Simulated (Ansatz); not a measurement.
Cost and result for the atomization energy of C$_{9}$H$_{22}$Sn, SMILES `C[CH](C)[SnH]([CH](C)C)[CH](C)C` (32 atoms, 31 bonds).

Z-matrix (Å, degrees):
```
C
C 1 1.522
H 1 1.097 2 110.9
H 1 1.093 2 112.2 3 -120.4
H 1 1.095 2 111.6 3 119.1
Sn 2 2.174 1 111.7 3 177.9
C 2 1.523 1 111.6 3 -57.3
H 2 1.096 1 108.6 3 62.4
C 6 2.170 2 110.4 1 88.1
C 6 2.171 2 110.3 1 -150.5
H 6 1.727 2 109.1 1 -30.8
H 7 1.094 2 111.6 1 -62.4
H 7 1.093 2 112.5 1 176.9
H 7 1.097 2 110.9 1 56.6
C 9 1.522 6 111.5 2 -62.3
C 9 1.522 6 110.8 2 172.8
H 9 1.096 6 105.3 2 55.5
C 10 1.521 6 111.2 2 60.0
C 10 1.522 6 111.1 2 -65.0
H 10 1.096 6 105.1 2 177.5
H 15 1.094 9 111.4 6 -61.4
H 15 1.093 9 112.3 6 59.2
H 15 1.097 9 111.0 6 179.4
H 16 1.097 9 111.0 6 -178.4
H 16 1.095 9 111.4 6 62.5
H 16 1.093 9 112.3 6 -58.1
H 18 1.095 10 111.5 6 -62.7
H 18 1.097 10 111.0 6 178.2
H 18 1.093 10 112.2 6 57.9
H 19 1.094 10 112.4 6 -56.9
H 19 1.095 10 111.5 6 63.9
H 19 1.097 10 111.0 6 -177.2
```

Total charge 0; spin multiplicity 1. Correlated methods include outer-core shells of Sn, which these sets cover unevenly. Sn takes the def2 core potential. All single points use the PBE0-D4/def2-TZVP geometry. It is one conformer, not always the lowest. Program: Ansatz. All runs use 11 threads of an AMD EPYC 7R13 on a shared host and a whole NVIDIA H100 80 GB. Times are those of one run each, without the atoms' runs, and a repeat can differ threefold. Electronic energies, without spin–orbit coupling; frozen cores. CCSD(T)/CBS adds CCSD(T) − MP2 in def2-TZVPP to the MP2 limit, and its time is that of the two runs behind it. T1 = 0.010. With those shells the extrapolation isn't a true limit. HSE06 is the plane-wave form, built on full-range PBE exchange.

CCSD(T)/CBS is a level of theory with its own doubt, some kJ/mol a heavy atom from the limit and from the frozen cores, so smaller differences don't rank the functionals.

```
                          level  functions  wall time  atomization (kJ/mol)  difference from CCSD(T)/CBS  per bond
         LDA (SPW92)/def2-TZVPP        637      2.3 s               13793.3                       1549.5      50.0
             BLYP-D4/def2-TZVPP        637      2.3 s               12127.4                       -116.4      -3.8
           revPBE-D4/def2-TZVPP        637      2.4 s               12149.6                        -94.2      -3.0
            BHLYP-D4/def2-TZVPP        637      2.4 s               11977.3                       -266.5      -8.6
PBE-D4/def2-TZVPP (with forces)        637      2.7 s               12392.3                        148.5       4.8
        CAM-B3LYP-D4/def2-TZVPP        637      2.8 s               12259.8                         16.0       0.5
          r2SCANh-D4/def2-TZVPP        637        3 s               12189.6                        -54.2      -1.7
            HSE06-D4/def2-TZVPP        637      3.2 s               12284.5                         40.7       1.3
            PBE-QIDH/def2-TZVPP        637        4 s               12197.4                        -46.4      -1.5
               CCSD(T)/def2-SVP        262        6 s               11743.0                       -500.8     -16.2
                 MP2/def2-QZVPP       1255        8 s               12211.6                        -32.2      -1.0
             CCSD(T)/def2-TZVPP        637      110 s               11988.0                       -255.8      -8.3
              CCSD(T)/CBS(def2)          –      110 s               12243.8                          0.0       0.0
```

At CCSD(T), def2-SVP lies −500.7 kJ/mol from the extrapolated value and def2-TZVPP −255.8 kJ/mol: correlation converges slowly with the basis, and small sets miss more of it in the bonded molecule than in its fragments. From BLYP to BHLYP (50 % exact exchange), in def2-TZVPP and without D4, the atomization energy moves by −76.5 kJ/mol: exact exchange takes away binding that semilocal exchange gives to molecules. Leaving LDA and LC-ωPBE aside and taking each functional with its dispersion term where it has one, the values spread over 415.0 kJ/mol, from BHLYP-D4 to PBE-D4. LDA lies +1485.4 kJ/mol from PBE without D4, its usual overbinding.

Spin–orbit coupling would lower the free Sn atoms strongly, and the atomization energy with them, by more than many differences here. For some Ge, Se and Sn compounds the MP2-based and the directly extrapolated limit differ by 10 to 25 kJ/mol.
